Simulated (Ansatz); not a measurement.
CH7AlFNSi, SMILES `C[N]([SiH3])[AlH][F]`. The species carries charge 0 and has multiplicity 1. All single points use the PBE0-D4/def2-TZVP geometry. It is one conformer, not always the lowest.

```xyz
12

C     1.241    0.524   -0.587
N    -0.011    0.120    0.055
Si   -0.523   -1.502   -0.261
Al   -0.869    1.292    1.070
F    -2.283    0.852    1.794
H     1.499    1.557   -0.336
H     1.173    0.463   -1.680
H     2.079   -0.107   -0.270
H    -1.792   -1.743    0.468
H     0.514   -2.478    0.183
H    -0.727   -1.717   -1.723
H    -0.301    2.740    1.287
```

(1) What is the dipole moment at ωB97M-V/def2-TZVPP? (An estimate is asked.)

(2) And with PBE, r2SCAN, B3LYP? (Estimate.)

(3) Give the Mulliken charges with ωB97M-V, r2SCAN, PBE in def2-TZVPP. (Estimate.)

Results:

(1) The calculation gave: 2.02 D, with components (1.73, 0.57, -0.88) D in this frame, pointing from negative to positive charge.

(2) The calculation gave: PBE 2.02 D, r2SCAN 2.03 D, B3LYP 2.06 D.

(3) The calculation gave: 
```json
{"atom": "C1", "ωB97M-V": "-0.27", "r2SCAN": "-0.09", "PBE": "-0.21"}
{"atom": "N2", "ωB97M-V": "-0.31", "r2SCAN": "-0.33", "PBE": "-0.20"}
{"atom": "Si3", "ωB97M-V": "0.20", "r2SCAN": "0.32", "PBE": "0.22"}
{"atom": "Al4", "ωB97M-V": "0.56", "r2SCAN": "0.63", "PBE": "0.49"}
{"atom": "F5", "ωB97M-V": "-0.35", "r2SCAN": "-0.36", "PBE": "-0.32"}
{"atom": "H6", "ωB97M-V": "0.10", "r2SCAN": "0.05", "PBE": "0.09"}
{"atom": "H7", "ωB97M-V": "0.13", "r2SCAN": "0.07", "PBE": "0.10"}
{"atom": "H8", "ωB97M-V": "0.13", "r2SCAN": "0.07", "PBE": "0.10"}
{"atom": "H9", "ωB97M-V": "-0.01", "r2SCAN": "-0.05", "PBE": "-0.04"}
{"atom": "H10", "ωB97M-V": "-0.04", "r2SCAN": "-0.08", "PBE": "-0.06"}
{"atom": "H11", "ωB97M-V": "-0.04", "r2SCAN": "-0.08", "PBE": "-0.06"}
{"atom": "H12", "ωB97M-V": "-0.10", "r2SCAN": "-0.14", "PBE": "-0.11"}
```

B3LYP here is the variant with VWN-RPA as its local correlation; programs differ in this.

Results of the Gaussian-basis code of Ansatz.
